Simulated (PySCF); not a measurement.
## Radial density of Si+ (silicon, charge +1)

B2PLYP, [Ne] 3s2 3p1, 2P determinant. Calculation: PySCF 2.14, in aug-cc-pV(Q+d)Z; the non-relativistic Hamiltonian (point nucleus).

```
r (bohr)  4πr²ρ (e/bohr)  4πr²(ρα − ρβ)
 0.00179         0.06756         0.0000
 0.00301          0.1848         0.0000
 0.00506          0.4936         0.0000
 0.00851           1.268         0.0000
  0.0143           3.051         0.0000
  0.0241           6.575         0.0001
  0.0405           11.80         0.0006
  0.0682           15.71         0.0037
   0.115           13.49         0.0169
   0.193           9.580         0.0517
   0.324           13.20         0.0829
   0.546           12.16         0.0294
   0.918           3.573         0.0365
    1.54           1.635         0.3721
    2.60           1.025         0.3823
    4.37          0.1036         0.0599
    7.34       0.0009302         0.0008
```
